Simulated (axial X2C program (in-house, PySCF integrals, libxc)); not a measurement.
Correcting the dissociation energy of ScSb for spin–orbit coupling

A spin-free PBE0 curve (one-electron X2C) was computed with an in-house all-electron X2C program for linear molecules (integrals from PySCF), basis Sb dyall-cv3z [11s12p8d4f1g], Sc dyall-cv3z [10s11p7d5f2g] (cores contracted in-house), for the state M_S = 0, Λ = 0 (closed shell). It gives D0 = 1.832 eV to Sb + Sc, which in a spin-free picture are the weighted means of the ground terms.

Measured levels of the ground terms (NIST Handbook of Basic Atomic Spectroscopic Data), in cm⁻¹: Sb 4S: J = 3/2 at 0; Sc 2D: J = 3/2 at 0, J = 5/2 at 168.3.

The molecular state has Λ = 0, so it has no first-order lowering.

Q: How far does each ground level lie under the (2J+1)-weighted mean of its term?

A: Sb: a single level, 0; Sc: (4 × 0 + 6 × 168.3)/10 = 101 cm⁻¹.

Q: Correct D0.

A: D0 = 1.832 + (0 − 101)/8065.5 = 1.819 eV at PBE0 with these spin–orbit terms.

Second-order spin–orbit effects in the molecule, which grow quickly with Z, are left out. The state is a single determinant with fixed occupations, the lowest that a limited PBE0 search found. Dissociation energies refer to the lowest single-determinant-based atoms at the same level and basis. PBE0 can misorder states that lie within some tenths of an eV, so this need not be the ground state of the molecule. The nearest other spin-free determinant of the search, M_S = 1, Λ = 1, lies 0.29 eV up at the distance of the search.
